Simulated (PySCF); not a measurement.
2-bromofuran (C4H3BrO), SMILES Brc1occc1. The structure is a stationary point at ωB97X-D3(BJ)/def2-SVP.

Level of theory: ωB97X-D3(BJ)/def2-SVP (PySCF 2.14.0).

Harmonic wavenumbers (cm⁻¹): 210, 270, 388, 621, 657, 768, 849, 912, 922, 946, 1026, 1108, 1178, 1237, 1269, 1437, 1556, 1651, 3281, 3299, 3313. Rotational constants (GHz): 9.270, 1.337, 1.169; symmetry number 1.

Q: Work out the zero-point energy and the ideal-gas rigid-rotor harmonic-oscillator thermochemistry at 298.15 K and 1 atm.

A: ZPE = ½ Σ hcν = ½ × 26897 cm⁻¹ = 160.88 kJ/mol. H − E(el) = 176.10 kJ/mol. Entropy in J/(mol K): translation 170.98, rotation 115.05, vibration 27.18, total 313.22. G − E(el) = 82.72 kJ/mol. Cp = 79.34 J/(mol K).
